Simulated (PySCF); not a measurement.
# Mo¹³⁺: ionisation energy

Mo¹³⁺ [Ar] 3d10 4s1 [4s1/2^1, M_J = 1/2] → Mo¹⁴⁺ [Ar] 3d10, as a difference of total energies. All numbers are calculated (PySCF 2.14, the two-component X2C-1e Hamiltonian, in an even-tempered Gaussian basis (18 s from 0.58 bohr⁻², ratio 2.8; 13 p from 0.75 bohr⁻², ratio 2.8; 9 d from 1.3 bohr⁻², ratio 2.8; 4 f from 3.7 bohr⁻², ratio 3)). Correlated levels: [Ne] frozen; the 86 highest virtual spinors dropped. "Screened" scales the spin-orbit matrix elements by Boettger's factors to mimic the two-electron term; Breit and QED terms are absent.

| method | ionisation energy (eV) |
| --- | --- |
| GHF (screened spin-orbit) | 300.91 |
| GMP2 (screened spin-orbit) | 302.02 |

How much does correlation contribute at GMP2 (screened spin-orbit)?

302.02 − (300.91) = 1.11 eV, measured against GHF (screened spin-orbit).

Breit and QED terms and the two-electron picture change are absent.

For comparison: 302.60 eV (measured; NIST Atomic Spectra Database, ionization energies).
